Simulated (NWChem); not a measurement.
# TlI; SMILES [I][Tl]

```xyz
2

Tl     0.0000     0.0000    -1.1385
I      0.0000     0.0000     1.7283
```
Atoms are numbered in this order, from 1.

All runs: NWChem. The geometry was optimised at PBE0/def2-SVP. def2 effective core potentials on I, Tl; no spin-orbit coupling. B3LYP is NWChem's, with the RPA form of VWN correlation. Vertical excitations in the gas phase; the lowest state need not have the same character in each row.

```
level                    lowest excitation, singlet (eV)  lowest triplet (eV)  orbital gap (eV)
-----------------------  -------------------------------  -------------------  ----------------
PBE/def2-SVP, TDA                                   3.25                 3.04              3.25
B3LYP/def2-SVP, TDA                                 3.48                 3.26              4.40
CAM-B3LYP/def2-SVP, TDA                             3.85                 3.35              6.77
LRC-wPBEh/def2-SVP, TDA                             4.00                 3.45              8.10
```
